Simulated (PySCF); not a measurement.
Gas-phase reaction: 2 HfCl₂(OH)₂ + 3 Cl₂ → 2 HfCl₄.H₂O + 2 ClO, at 1200 K and a standard pressure of 1 bar. Level: M06-2X/def2-TZVP†.

Computed with PySCF and rigid-rotor harmonic-oscillator thermochemistry at 1 bar. † marks an energy on the PBE0/def2-TZVP geometry and frequencies. Open shells (unrestricted): ClO (multiplicity 2, electronic degeneracy 4); the rest are closed-shell singlets. Spin-orbit splitting is ignored; it lowers the true energy and changes the entropy of ClO. Hf: scalar-relativistic def2 core potential, no spin-orbit coupling. Adducts (HfCl₄.H₂O) have no counterpoise correction, and HF, PBE, BLYP, B3LYP and PBE0 lack dispersion. HfCl₂(OH)₂, HfCl₄.H₂O: computed as isolated molecules; such fragments, hydroxides, amides, oligomers or adducts are transient or little studied in the gas. The harmonic model lacks anharmonicity and excited electronic states, which grow with temperature; levels with a mode under 35 cm⁻¹ are left out. Soft modes under 120 cm⁻¹ make the harmonic entropy rough for HfCl₂(OH)₂, HfCl₄.H₂O.

| species | E (Ha) | H(1200 K) − E (kJ/mol) | S°(1200 K) (J/mol/K) |
|---|---|---|---|
| HfCl₂(OH)₂ | -1120.29842 | 220.4 | 586.5 |
| Cl₂ | -920.35983 | 45.3 | 272.8 |
| HfCl₄.H₂O | -1965.51718 | 250.9 | 664.5 |
| ClO | -535.30085 | 45.8 | 274.7 |
E: electronic energy; H − E holds the zero-point and thermal terms. 1 Ha = 2625.5 kJ/mol.

Problem. Work out ΔH°, ΔS°, ΔG° and log10 K from these numbers.

Solution. 1. ΔE = 2×(-1965.51718) + 2×(-535.30085) − 2×(-1120.29842) − 3×(-920.35983) = 0.04027 Ha = 105.7 kJ.
2. Δ(H − E) = 2×(250.9) + 2×(45.8) − 2×(220.4) − 3×(45.3) = 16.7 kJ, so ΔH° = 122.4 kJ.
3. ΔS° = 2×(664.5) + 2×(274.7) − 2×(586.5) − 3×(272.8) = -113.0 J/K; the number of gas molecules changes by -1.
4. ΔG° = ΔH° − TΔS° = 122.4 − 1200×(-113.0)/1000 = 258.0 kJ.
5. log10 K = −ΔG°/(RT ln 10) = -11.23, with RT ln 10 = 22.97 kJ/mol; at standard pressures the reactants are favoured.
6. A shift of 10 kJ in ΔE would move log10 K by 0.44 here.
For scale, ΔH°(298 K) is 119 kJ at this level, 117 kJ at ωB97M-V/def2-TZVP†, and runs from 62 to 147 kJ over the 12 levels computed.
